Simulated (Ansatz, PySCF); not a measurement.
Donor–acceptor adduct: AlH3 (SMILES [AlH3]) (first 4 atoms) with C2H3N (SMILES CC#N); geometry from B3LYP-D3(BJ)/def2-TZVP.
(charge 0, multiplicity 1):
```csv
atom,x (Å),y (Å),z (Å)
Al,-0.0353,0.1532,-0.4098
H,-1.4953,-0.2202,-0.9285
H,1.1463,-0.8622,-0.7449
H,0.3328,1.7000,-0.3011
C,-0.5807,-0.7972,4.0847
C,-0.4101,-0.5000,2.6786
N,-0.2748,-0.2651,1.5675
H,-0.1345,-1.7657,4.3128
H,-0.0947,-0.0276,4.6850
H,-1.6431,-0.8252,4.3287
```

Monomers are frozen at their geometry in the pair; levels with a basis set take the counterpoise correction.

The values were computed with Ansatz (an electronic-structure program) with Gaussian orbitals; PySCF for the dispersion terms. Values without a source in brackets are computed.

Task: Predict the interaction energy from B3LYP-D3(BJ)/def2-TZVPPD.

Result: -1125 meV

Task: What is the computed interaction energy (PBE-D4/def2-TZVPPD)?

Result: -1171 meV

Task: Give the interaction energy at the level SVWN5/def2-TZVPPD.

Result: -1418 meV
